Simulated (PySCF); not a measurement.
# Dipole moment and polarisability of `C=C[C@@H]1O[SiH2]OC1=O`

Compound: C4H6O3Si.
Cartesian coordinates in Å at the GFN2-xTB level; atoms count from 1:
```
atom  x, y, z in Å
C1    -1.932   -0.847    0.330
C2    -1.471    0.239   -0.258
C3    -0.080    0.382   -0.803
O4     0.669   -0.799   -0.757
Si5    1.875   -0.737    0.338
O6     1.651    0.870    0.715
C7     0.641    1.427    0.066
O8     0.326    2.574    0.165
H9    -2.933   -0.895    0.720
H10   -1.329   -1.735    0.423
H11   -2.064    1.138   -0.359
H12   -0.116    0.744   -1.838
H13    1.596   -1.498    1.542
H14    3.166   -0.863   -0.308
```

Level: CAM-B3LYP/def2-SVPD (PySCF), static field, nuclei fixed, core orbitals frozen in the response. The polarisability tensor in these axes (au):

```
x   80.57 -0.39 -0.40
y   -0.39 81.18 -6.19
z   -0.40 -6.19 62.11
```

**Question.** Give the principal values, the mean and the anisotropy Δα = √{½[(α1 − α2)² + (α2 − α3)² + (α1 − α3)²]}.

**Answer.** Principal values 60.26, 80.55 and 83.04 au; mean 74.62 au = 11.06 Å³ = 12.30 × 10⁻⁴⁰ C²·m²/J; Δα = 21.64 au (29 % of the mean).

**Question.** What is the dipole moment, and where does it point?

**Answer.** (0.44, -3.36, -0.36) D, 3.41 D in size, pointing from the negative to the positive side. Measured along this direction, the outermost atoms are O8 at the negative end and H13 and H10 at the positive end.

**Question.** Find the Langevin capture rate constant for O2+ (31.990 u) meeting this molecule (130.009 u), k = 2.342 × 10⁻⁹ cm³/s × √(α in Å³ / reduced mass in u).

**Answer.** The reduced mass is 25.67 u, so k = 1.54 × 10⁻⁹ cm³/s. The formula leaves out the permanent dipole, which adds to the capture rate.

**Question.** Directions of the eigenvectors, and the extent of the frame along each?

**Answer.** Largest value along (-0.10, 0.95, -0.28), where the nuclei span 4.40 Å; middle along (0.99, 0.09, -0.05), 6.12 Å; least along (0.02, 0.28, 0.96), 2.65 Å. The strongest response doesn't lie along the longest of the three spans.

**Question.** Rayleigh depolarisation ratio (linearly polarised light, static tensor)?

**Answer.** ρ = 3Δα²/(45ᾱ² + 4Δα²) = 1405.1/(250561 + 1873.4) = 0.00557.

Isolated species at its GFN2-xTB geometry (one conformer only).

These values come from a run that also computed excited states. On Arm Neoverse V1, one thread, shared host, this took 62 s of wall time and 1.0 GiB of memory at its peak.
